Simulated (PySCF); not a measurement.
Compounds:
1. `C(F)(F)(F)CC1=CC=CN1`, C6H6F3N
2. SMILES CC/C=C(\C#N)C(F)(F)F, C6H6F3N
3. `COC(=O)c1cccpc1`, C7H7O2P
4. SMILES C/C(=C/C#N)CC(F)(F)F, C6H6F3N
5. SMILES C1=C[SiH2]C(c2ccncc2)=C1, C9H9NSi
6. SMILES CC(O[SiH2]C)=O, C3H8O2Si

PySCF calculation with structure optimised with GFN2-xTB and shielding tensors at PBE0/pcSseg-1 (GIAO); one computed conformer, no solvent, no relativistic terms, rapidly exchanging positions averaged.

Scale: $^{1}$H and $^{13}$C vs TMS (reference shieldings calculated alike). Shifts are as computed. Against solution values, carbons near 30 ppm lie about +3 ppm off and those near 130 ppm about +5 ppm. Of 1211 compounds with measured shifts, 218 miss one by over three times the rms of a fit or turn the order of signals round; such compounds aren't used in these exercises. OH and NH positions are gas-phase values without hydrogen bonding to other molecules.

(1) Which show a $^{13}$C signal below 10 ppm?

(2) Which show a $^{1}$H signal between 3 and 4.5 ppm from a carbon-bound hydrogen?

(3) Which give exactly 3 $^{13}$C signals?

Answers

(1) 6 (-3.0: methyl carbon bonded to Si).

(2) 1 (3.38: hydrogen on an sp3 CH2 on an aromatic ring); 3 (4.20: hydrogen on a methyl carbon bonded to O); 4 (3.34: hydrogen on an allylic sp3 CH2).

(3) 6 (δ 176.6, 24.6, -3.0).
